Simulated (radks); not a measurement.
Task: The potassium ion K+, [Ar]. All-electron calculation, non-relativistic Kohn-Sham, exchange-only PBE, spin-polarised, spherical densities, point nucleus. Program: a radial shooting solver on a logarithmic mesh with Libxc functionals. Every spin shell is full or empty, so the densities are truly spherical. Functionals are evaluated on that one density, not self-consistently. Rank these orbital-free kinetic functionals by their error against the exact value of the orbitals, and give that value: Thomas-Fermi, von Weizsacker, TF + vW, APBEK, revAPBEK, Perdew 92, Thakkar, PG1, Ernzerhof.

Result: Exact: 598.823 hartree. From best to worst, with 100 (|E| - |E exact|)/|E exact| (equal figures are ties): Ernzerhof -0.05, Thakkar -0.15, APBEK +0.25, revAPBEK +0.57, Perdew 92 -0.58, Thomas-Fermi -6.99, PG1 +22.95, von Weizsacker -42.46, TF + vW +50.55.
